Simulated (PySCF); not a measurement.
## SnI⁺ at B2PLYP

Level: B2PLYP. basis Sn def2-TZVPPD with ECP28, I def2-TZVPPD with ECP28; scalar-relativistic core potentials; PySCF 2.14.

```
state                                                                                                             : ¹Σ⁺ (singlet), closed shell
bond length                                                                                                       : 2.602 Å
harmonic wavenumber                                                                                               : 238 cm⁻¹
force constant                                                                                                    : 2.06 mdyn/Å
rotational constant Be                                                                                            : 0.04039 cm⁻¹
anharmonicity ωexe                                                                                                : 0.379 cm⁻¹
vibration–rotation constant αe                                                                                    : 9.09e-05 cm⁻¹
well depth De to Sn⁺ + I                                                                                          : 80.2 kcal/mol
dissociation energy D0                                                                                            : 79.9 kcal/mol
HOMO–LUMO gap                                                                                                     : 6.50 eV
bond order (Mayer)                                                                                                : 1.52
dipole moment (positive dipole points towards I; it is taken about the centre of mass and depends on that origin) : -4.40 D
```

Correlated steps freeze 8 core orbitals. These are scalar-relativistic numbers at best; spin–orbit coupling would shift them, the dissociation energy most. For an ion De counts to the pair picked by the measured ionisation energies or electron affinities, which need not be the lowest pair at this level. B2PLYP dipoles, levels and charges come from its SCF part alone.
